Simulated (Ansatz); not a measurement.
Mulliken charges of CH$_{5}$F$_{2}$GeN, SMILES `C[NH][GeH]([F])[F]` from PBE/def2-TZVPP in Ansatz (PBE0-D4/def2-TZVP geometry).

```csv
atom,x (Å),y (Å),z (Å),charge (e)
C1,-0.933,-0.829,0.678,-0.196
N2,0.426,-0.340,0.516,-0.286
Ge3,0.879,0.789,-0.798,0.708
F4,0.331,0.076,-2.269,-0.329
F5,-0.021,2.270,-0.765,-0.335
H6,-1.586,-0.134,1.218,0.107
H7,-0.926,-1.784,1.209,0.095
H8,-1.373,-1.009,-0.305,0.108
H9,0.923,-0.217,1.385,0.137
H10,2.363,1.127,-0.866,-0.009
```

By hand: the dipole of these point charges (1 e Å = 4.8032 D).

Σ q r = (0.281, -0.300, 0.567) e Å, of length 0.700 e Å = 3.36 D.

How does the dipole of the full density compare? (Best estimate.)

The calculation gave: (0.223, -0.227, 0.546) e Å, 3.04 D; the point charges give 1.11 times that, at 6° from its direction.

Point charges leave out the atoms' own dipoles, such as those of lone pairs, and Mulliken's split depends on the basis, so the close match here is no proof of good charges.
